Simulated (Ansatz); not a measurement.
`CC(C)[O][In]([Cl])[Cl]` and `CC(C)[O][Al]([F])[Cl]` differ in one atom or group.

Ansatz, PBE0-D4/def2-TZVP geometries, multiplicity 1. Each molecule was computed in one conformer, which needn't be the lowest.

Elements past krypton have def2 core potentials.

```tsv
property	`CC(C)[O][In]([Cl])[Cl]`
HOMO–LUMO gap (PBE0/def2-TZVPP) / eV	5.86
size of the dipole moment (PBE/def2-TZVPP) / D	2.55
LUMO energy (PBE/def2-TZVPP) / eV	-3.24
HOMO energy (PBE0/def2-TZVPP) / eV	-8.22
HOMO–LUMO gap (B3LYP/def2-TZVPP) / eV	5.31
HOMO–LUMO gap (ωB97M-V/def2-TZVPP) / eV	10.18
```

Task: What does the change do to each property? (An estimate is asked.)

Result: Computed: 
| property | `CC(C)[O][Al]([F])[Cl]` | shift |
| --- | --- | --- |
| HOMO–LUMO gap (PBE0/def2-TZVPP) / eV | 7.81 | 1.95 |
| size of the dipole moment (PBE/def2-TZVPP) / D | 2.17 | -0.38 |
| LUMO energy (PBE/def2-TZVPP) / eV | -1.63 | 1.61 |
| HOMO energy (PBE0/def2-TZVPP) / eV | -8.56 | -0.34 |
| HOMO–LUMO gap (B3LYP/def2-TZVPP) / eV | 7.27 | 1.96 |
| HOMO–LUMO gap (ωB97M-V/def2-TZVPP) / eV | 11.84 | 1.66 |

With PBE0 the HOMO falls by 0.34 eV and the LUMO rises by 1.61 eV, so the gap widens by about 1.95 eV. PBE moves the HOMO by -0.32 eV and ωB97M-V by -0.35 eV. Dipoles are sizes alone; their direction can turn.

B3LYP here is the variant with VWN-RPA as its local correlation; programs differ in this.
